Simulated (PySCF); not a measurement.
Relaxation of singlet AgI3

All numbers come from PBE0 in PySCF with Ag def2-SVP with ECP28, I def2-SVP with ECP28; scalar-relativistic core potentials, no spin–orbit coupling; density-fitted integrals. A (50,194) grid was used.

A hand-made T-shaped start, of C2v symmetry, held to at least that symmetry:

Coordinates in bohr (charge 0 multiplicity 1):
```
Ag    0.0000    0.0000   -1.3732
I     0.0000    0.0000    3.5590
I     4.9292    0.0000   -1.2011
I    -4.9292    0.0000   -1.2011
```

Optimiser trace:
| step | E − E(last) (kJ/mol) | largest gradient (Eh/bohr) |
| --- | --- | --- |
| 0 | 6.26 | 0.00814 |
| 1 | 3.76 | 0.00488 |
| 2 | 0.39 | 0.00288 |
| 3 | 0.07 | 0.00182 |
| 4 | 0.01 | 0.00081 |
| 5 | 0.00 | 0.00028 |
| 6 | 0.00 | 0.00006 |

It ends at C2v with Ag–I 2.589 Å (×2), Ag–I 2.625 Å; I–Ag–I 93.9° (×2), I–Ag–I 172.2° (after a last refinement on a finer grid). A frequency run shows 1 imaginary mode, down to 36i cm⁻¹, so it is a saddle point.

Final geometry:
Coordinates in bohr (charge 0 multiplicity 1):
```
Ag    0.0000    0.0000   -1.1174
I     0.0000    0.0000    3.8427
I     4.8818    0.0000   -1.4507
I    -4.8818    0.0000   -1.4507
```

Stability towards spin polarisation was not tested.

The relaxation took of the order of 90 core-seconds on a shared host.
